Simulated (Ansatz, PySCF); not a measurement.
Caution: the restricted solution is unstable towards spin-unrestricted or complex orbitals, so a lower solution exists and this singlet may not be the ground state. This singlet lies 0.23 eV below the relaxed triplet at the level B3LYP/cc-pVTZ // PBE0-D3(BJ)/def2-TZVP (Ansatz, a first-principles code); other levels give the other order.

Z-matrix (Å, degrees):
```
C
C 1 1.3381
H 2 1.0844 1 121.89
H 2 1.0845 3 117.19 1 -176.83
H 1 1.0852 2 120.99 3 -0.97
C 1 1.4591 5 115.37 2 166.91
F 6 1.3203 1 108.62 5 160.68
```
Charge 0, spin multiplicity 1.

Q: Predict the HOMO, HOMO–LUMO gap and LUMO from PBE0-D3(BJ)/def2-TZVP run with PySCF.

A: 
```json
{
 "HOMO": "-6.64 eV",
 "HOMO–LUMO gap": "3.78 eV",
 "LUMO": "-2.85 eV"
}
```
